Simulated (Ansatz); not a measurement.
Computed with Ansatz on PBE0-D4/def2-TZVP structures; ΔE is electronic, products minus reactants. CCSD(T)/CBS adds triple-zeta CCSD(T) − MP2 to the extrapolated MP2 energy (def2 sets, frozen cores). Functionals use def2-TZVPP. B3LYP here is the variant with VWN-RPA as its local correlation; programs differ in this. One conformer a species, not always the lowest.

`CBCBO` + `O=C(O)O` → `CBOC(=O)O` + `CBO`  (ligand exchange at a B–C bond)

```csv
level,ΔE (kcal/mol),difference from CCSD(T)/CBS
PBE-D4,-22.3,2.1
r2SCAN-D4,-23.7,0.7
PBE0-D4,-22.7,1.7
B3LYP-D4,-25.2,-0.8
ωB97X-V,-24.3,0.1
ωB97M-V,-24.2,0.2
B2PLYP,-25.6,-1.2
PBE,-22.7,1.7
r2SCAN,-23.8,0.6
PBE0,-23.1,1.3
B3LYP,-25.8,-1.4
HF/def2-TZVPP,-27.8,-3.4
MP2/def2-TZVPP,-24.1,0.3
SCS-MP2/def2-TZVPP,-25.0,-0.6
CCSD/def2-TZVPP,-24.9,-0.5
CCSD(T)/def2-TZVPP,-24.6,-0.2
HF/def2-QZVPP,-27.9,-3.5
MP2/def2-QZVPP,-24.0,0.4
SCS-MP2/def2-QZVPP,-24.9,-0.5
HF/CBS(def2),-27.9,-3.5
MP2/CBS(def2),-23.9,0.5
CCSD/CBS(def2),-24.7,-0.3
CCSD(T)/CBS,-24.4,0
```

Largest T1 diagnostic among the species: 0.014.

In def2-TZVPP, CCSD(T) changes the Hartree–Fock value by +3.1 kcal/mol (the triples alone add +0.3 kcal/mol) and MP2 by +3.6 kcal/mol.
